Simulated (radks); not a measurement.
Values are calculated unless marked as measured or tabulated.
Sn IV, 47 electrons, occupied as [Kr] 4d10 5s1.

Level of theory: Dirac Kohn-Sham, PBE, spin-unpolarised, spherical densities, point nucleus (a radial shooting solver on a logarithmic mesh with Libxc functionals).

Energy parts (hartree):
part                        energy
total                  -6177.09694
kinetic                 6504.58128
electron-nucleus      -14943.95350
Hartree                 2426.73711
exchange-correlation    -164.46184

Orbitals (lengths in bohr, moments of r in powers of bohr):
| orbital | occ. | eigenvalue (hartree) | <r> | <r^4> |
|---|---|---|---|---|
| 1s1/2 | 2 | -1066.655 | 0.02905 | 3.406e-06 |
| 2s1/2 | 2 | -161.9028 | 0.1251 | 0.0005913 |
| 2p1/2 | 2 | -151.2986 | 0.1058 | 0.0003812 |
| 2p3/2 | 4 | -142.8225 | 0.1112 | 0.0004481 |
| 3s1/2 | 2 | -32.12336 | 0.3391 | 0.02646 |
| 3p1/2 | 2 | -27.81667 | 0.3299 | 0.02568 |
| 3p3/2 | 4 | -26.26882 | 0.3411 | 0.02914 |
| 3d3/2 | 4 | -18.65981 | 0.3125 | 0.02492 |
| 3d5/2 | 6 | -18.34033 | 0.3161 | 0.02593 |
| 4s1/2 | 2 | -6.00257 | 0.8183 | 0.8547 |
| 4p1/2 | 2 | -4.57057 | 0.8648 | 1.128 |
| 4p3/2 | 4 | -4.29207 | 0.8942 | 1.291 |
| 4d3/2 | 4 | -2.04637 | 1.073 | 3.279 |
| 4d5/2 | 6 | -2.00732 | 1.086 | 3.446 |
| 5s1/2 | 1 | -1.32126 | 2.121 | 37.39 |

The highest occupied level is 5s1/2 at -35.953 eV. The density falls to 0.001 e/bohr^3 at r = 3.33 bohr.
